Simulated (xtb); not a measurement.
ethane (C2H6), singlet, geometry from GFN2-xTB, atoms displaced at random by about 0.06 Å a coordinate; GFN2-xTB run with xtb 6.7.1.

xtb was given this input:
```
$ xtb mol.xyz --gfn 2 --chrg 0 --uhf 0 --ohess --json

# file mol.xyz
8

C      0.01090168    -0.05946876     0.78587964
C      0.11364664     0.08757218    -0.72581089
H     -0.01565377     1.00193370     1.13905517
H     -0.96190582    -0.56161020     1.08787000
H      0.89534208    -0.50746558     1.11185694
H     -0.07296851    -1.02732700    -1.12301965
H     -0.87658011     0.55103541    -1.09660060
H      0.87262429     0.46737026    -1.19261263
```

**Question.** Predict the main parts of the log of this xtb run.

**Answer.** 
```
   ID    Z sym.   atoms
    1    6 C      1, 2
    2    1 H      3-8

           -------------------------------------------------
          |                Calculation Setup                |
           -------------------------------------------------

           -------------------------------------------------
          |                 G F N 2 - x T B                 |
           -------------------------------------------------

          ...................................................
          :                      SETUP                      :
          :.................................................:
          :  # basis functions                  14          :
          :  # atomic orbitals                  14          :
          :  # shells                           10          :
          :  # electrons                        14          :
          :  max. iterations                   250          :
          :  Hamiltonian                  GFN2-xTB          :
          :  restarted?                      false          :
          :  GBSA solvation                  false          :
          :  PC potential                    false          :
          :  electronic temp.          300.0000000     K    :
          :  accuracy                    1.0000000          :
          :  -> integral cutoff          0.2500000E+02      :
          :  -> integral neglect         0.1000000E-07      :
          :  -> SCF convergence          0.1000000E-05 Eh   :
          :  -> wf. convergence          0.1000000E-03 e    :
          :  Broyden damping             0.4000000          :
          :  net charge                          0          :
          :  unpaired electrons                  0          :
          ...................................................

 iter      E             dE          RMSdq      gap      omega  full diag
   1     -7.4024655 -0.740247E+01  0.293E+00   12.98       0.0  T
   2     -7.4293890 -0.269235E-01  0.152E+00   12.83       1.0  T
   3     -7.4295905 -0.201444E-03  0.802E-01   12.75       1.0  T
   4     -7.4296633 -0.728888E-04  0.950E-02   12.65       1.0  T
   5     -7.4296637 -0.345447E-06  0.372E-02   12.65       1.0  T
   6     -7.4296643 -0.602535E-06  0.349E-03   12.65      10.1  T
   7     -7.4296643 -0.792494E-08  0.837E-04   12.65      42.2  T
   8     -7.4296643 -0.340784E-09  0.206E-04   12.65     171.8  T

   *** convergence criteria satisfied after 8 iterations ***

         :::::::::::::::::::::::::::::::::::::::::::::::::::::
         ::                     SUMMARY                     ::
         :::::::::::::::::::::::::::::::::::::::::::::::::::::
         :: total energy              -7.306399463675 Eh    ::
         :: gradient norm              0.219455929298 Eh/a0 ::
         :: HOMO-LUMO gap             12.654513221295 eV    ::
         ::.................................................::
         :: SCC energy                -7.429664136617 Eh    ::
         :: -> isotropic ES            0.001999626088 Eh    ::
         :: -> anisotropic ES          0.003154047237 Eh    ::
         :: -> anisotropic XC          0.006079673841 Eh    ::
         :: -> dispersion             -0.002046310643 Eh    ::
         :: repulsion energy           0.123264672943 Eh    ::
         :: add. restraining           0.000000000000 Eh    ::
         :: total charge              -0.000000000000 e     ::
         :::::::::::::::::::::::::::::::::::::::::::::::::::::

      -----------------------------------------------------------
     |                   =====================                   |
     |                        A N C O P T                        |
     |                   =====================                   |
     |               Approximate Normal Coordinate               |
     |                Rational Function Optimizer                |
      -----------------------------------------------------------
      -----------------------------------------------------------
     |                   =====================                   |
     |                        A N C O P T                        |
     |                   =====================                   |
     |               Approximate Normal Coordinate               |
     |                Rational Function Optimizer                |
      -----------------------------------------------------------

          ...................................................
          :                      SETUP                      :
          :.................................................:
          :   optimization level            normal          :
          :   max. optcycles                   200          :
          :   ANC micro-cycles                  20          :
          :   degrees of freedom                18          :
          :.................................................:
          :   RF solver                   davidson          :
          :   write xtbopt.log                true          :
          :   linear?                        false          :
          :   energy convergence         0.5000000E-05 Eh   :
          :   grad. convergence          0.1000000E-02 Eh/α :
          :   maxmium RF displ.          1.0000000          :
          :   Hlow (freq-cutoff)         0.1000000E-01      :
          :   Hmax (freq-cutoff)         5.0000000          :
          :   S6 in model hess.         20.0000000          :
          ...................................................

generating ANC from exact Hessian ...
Using Lindh-Hessian (1995)
 Shifting diagonal of input Hessian by    0.0000000000000000
 Lowest  eigenvalues of input Hessian
    0.000000    0.000000    0.000000    0.000000    0.000000    0.000000
    0.014199    0.031268    0.036435    0.046642    0.064284    0.079343
    0.092830    0.116831    0.143668    0.150427    0.196409    0.334984
 Highest eigenvalues
[...]
 * total energy  :    -7.3063995 Eh     change       -0.9186429E-11 Eh
 * total energy  :    -7.3330084 Eh     change       -0.2660893E-01 Eh
 * total energy  :    -7.3359644 Eh     change       -0.2956038E-02 Eh
 * total energy  :    -7.3362747 Eh     change       -0.3102191E-03 Eh
 * total energy  :    -7.3363463 Eh     change       -0.7160021E-04 Eh
 * total energy  :    -7.3363606 Eh     change       -0.1434133E-04 Eh
 * total energy  :    -7.3363683 Eh     change       -0.7729571E-05 Eh
 * total energy  :    -7.3363697 Eh     change       -0.1355212E-05 Eh
   *** GEOMETRY OPTIMIZATION CONVERGED AFTER 8 ITERATIONS ***
         :: total energy              -7.336369680073 Eh    ::
[...]
                             3 H    0.989
     2   6 C    3.997 --     1 C    1.031     8 H    0.989     7 H    0.989
                             6 H    0.989
     3   1 H    0.999 --     1 C    0.989
     4   1 H    0.999 --     1 C    0.989
     5   1 H    0.999 --     1 C    0.989
     6   1 H    0.999 --     2 C    0.989
     7   1 H    0.999 --     2 C    0.989
     8   1 H    0.999 --     2 C    0.989
 ---------------------------------------------------------------------------

Topologies differ in total number of bonds
Writing topology from bond orders to xtbtopo.mol

molecular dipole:
                 x           y           z       tot (Debye)
 q only:        0.000       0.000      -0.000
   full:        0.000       0.000      -0.000       0.001
molecular quadrupole (traceless):
                xx          xy          yy          xz          yz          zz
 q only:       -0.072       0.000      -0.074      -0.001      -0.005       0.146
  q+dip:        0.314      -0.000       0.310       0.004       0.016      -0.624
   full:        0.136      -0.000       0.133       0.002       0.007      -0.269

           -------------------------------------------------
          |               Frequency Printout                |
           -------------------------------------------------
 projected vibrational frequencies (cm⁻¹)
eigval :       -0.00    -0.00     0.00     0.00     0.00     0.00
eigval :      301.67   860.80   861.43  1068.44  1209.24  1209.47
eigval :     1399.85  1434.00  1507.32  1507.94  1508.91  1509.72
eigval :     3021.24  3024.87  3034.94  3038.09  3040.92  3044.04
 reduced masses (amu)
   1:  8.08   2:  8.79   3:  9.20   4:  2.94   5:  7.52   6:  8.15   7:  1.01   8:  1.53
Molecule has the following symmetry elements: (i) (C3) 3*(C2) (S6) 3*(sigma)
It seems to be the D3d point group
   9:  1.53  10:  9.62  11:  4.65  12:  4.65  13:  2.97  14:  3.18  15:  1.34  16:  1.34
  17:  1.71  18:  1.72  19:  1.90  20:  1.90  21:  1.32  22:  1.77  23:  1.74  24:  1.66
 IR intensities (km·mol⁻¹)
   1:  0.00   2:  0.00   3:  0.00   4:  0.00   5:  0.00   6:  0.00   7:  0.00   8:  9.20
   9:  9.46  10:  0.00  11:  0.00  12:  0.00  13:  0.35  14:  0.00  15:  0.09  16:  0.04
  17:  3.94  18:  4.20  19:  0.49  20:  0.63  21:  7.83  22: 76.09  23: 77.11  24: 71.45
 Raman intensities (Ä⁴*amu⁻¹)
   1:  0.00   2:  0.00   3:  0.00   4:  0.00   5:  0.00   6:  0.00   7:  0.00   8:  0.00
   9:  0.00  10:  0.00  11:  0.00  12:  0.00  13:  0.00  14:  0.00  15:  0.00  16:  0.00
  17:  0.00  18:  0.00  19:  0.00  20:  0.00  21:  0.00  22:  0.00  23:  0.00  24:  0.00
 output can be read by thermo (or use thermo option).
 writing <g98.out> molden fake output.
 recommended (thermochemical) frequency scaling factor: 1.0
           -------------------------------------------------
          |             Thermodynamic Functions             |
           -------------------------------------------------

d3d symmetry found (for desy threshold:  0.10E+00) used in thermo

          ...................................................
          :                      SETUP                      :
          :.................................................:
          :  # frequencies                          18      :
          :  # imaginary freq.                       0      :
          :  linear?                             false      :
          :  only rotor calc.                    false      :
          :  symmetry                              d3d      :
          :  rotational number                       6      :
          :  scaling factor                  1.0000000      :
          :  rotor cutoff                   50.0000000 cm⁻¹ :
          :  imag. cutoff                  -20.0000000 cm⁻¹ :
          :.................................................:

    mode    ω/cm⁻¹     T·S(HO)/kcal·mol⁻¹    T·S(FR)/kcal·mol⁻¹   T·S(vib)
   ------------------------------------------------------------------------
   ------------------------------------------------------------------------

   temp. (K)  partition function   enthalpy   heat capacity  entropy
                                   cal/mol     cal/K/mol   cal/K/mol   J/K/mol
 298.15  VIB   1.37                  399.402      3.978      1.963
         ROT   795.                  888.752      2.981     16.253
         INT  0.109E+04             1288.155      6.959     18.217
         TR   0.160E+27             1481.254      4.968     36.120
         TOT                        2769.4087    11.9275    54.3364   227.3434

       T/K    H(0)-H(T)+PV         H(T)/Eh          T*S/Eh         G(T)/Eh
   ------------------------------------------------------------------------
    298.15    0.441333E-02    0.786426E-01    0.258170E-01    0.528257E-01
   ------------------------------------------------------------------------

         :::::::::::::::::::::::::::::::::::::::::::::::::::::
         ::                  THERMODYNAMIC                  ::
         :::::::::::::::::::::::::::::::::::::::::::::::::::::
         :: total free energy          -7.283544015845 Eh   ::
         ::.................................................::
         :: total energy               -7.336369680073 Eh   ::
         :: zero point energy           0.074229298376 Eh   ::
         :: G(RRHO) w/o ZPVE           -0.021403634147 Eh   ::
         :: G(RRHO) contrib.            0.052825664228 Eh   ::
         :::::::::::::::::::::::::::::::::::::::::::::::::::::

optimized geometry written to: xtbopt.xyz

           -------------------------------------------------
          | TOTAL ENERGY               -7.336369680073 Eh   |
          | TOTAL ENTHALPY             -7.257727048029 Eh   |
          | TOTAL FREE ENERGY          -7.283544015845 Eh   |
          | GRADIENT NORM               0.000704555216 Eh/α |
          | HOMO-LUMO GAP              15.499415145801 eV   |
           -------------------------------------------------

normal termination of xtb
```
